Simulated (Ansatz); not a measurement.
Start from `[F][Sn]([F])([Cl])[I]` and change one atom or group to get `[F][SnH]([F])[I]`.

Ansatz, PBE0-D4/def2-TZVP geometries, multiplicity 1. 

Elements past krypton have def2 core potentials.

```json
{"property": "LUMO energy (B3LYP/def2-TZVPP) / eV", "`[F][Sn]([F])([Cl])[I]`": "-3.69"}
{"property": "HOMO energy (PBE0/def2-TZVPP) / eV", "`[F][Sn]([F])([Cl])[I]`": "-8.88"}
{"property": "zero-point energy (PBE0-D4/def2-TZVP) / kJ/mol", "`[F][Sn]([F])([Cl])[I]`": "15.4"}
{"property": "HOMO energy (B3LYP/def2-TZVPP) / eV", "`[F][Sn]([F])([Cl])[I]`": "-8.61"}
{"property": "LUMO energy (PBE0/def2-TZVPP) / eV", "`[F][Sn]([F])([Cl])[I]`": "-3.40"}
{"property": "HOMO–LUMO gap (B3LYP/def2-TZVPP) / eV", "`[F][Sn]([F])([Cl])[I]`": "4.93"}
```

Task: Give the same properties after the change, and the shifts. (Estimate.)

Result: Computed: 
| property | `[F][SnH]([F])[I]` | shift |
| --- | --- | --- |
| LUMO energy (B3LYP/def2-TZVPP) / eV | -2.76 | 0.93 |
| HOMO energy (PBE0/def2-TZVPP) / eV | -8.50 | 0.38 |
| zero-point energy (PBE0-D4/def2-TZVP) / kJ/mol | 30.0 | 14.6 |
| HOMO energy (B3LYP/def2-TZVPP) / eV | -8.24 | 0.37 |
| LUMO energy (PBE0/def2-TZVPP) / eV | -2.45 | 0.95 |
| HOMO–LUMO gap (B3LYP/def2-TZVPP) / eV | 5.48 | 0.55 |

With PBE0 the HOMO rises by 0.38 eV and the LUMO rises by 0.95 eV, so the gap widens by about 0.57 eV. PBE moves the HOMO by 0.35 eV and ωB97M-V by 0.39 eV.

B3LYP here is the variant with VWN-RPA as its local correlation; programs differ in this.

Spin–orbit coupling is left out; it splits and shifts lone-pair levels of the heavy atoms by tenths of an eV.
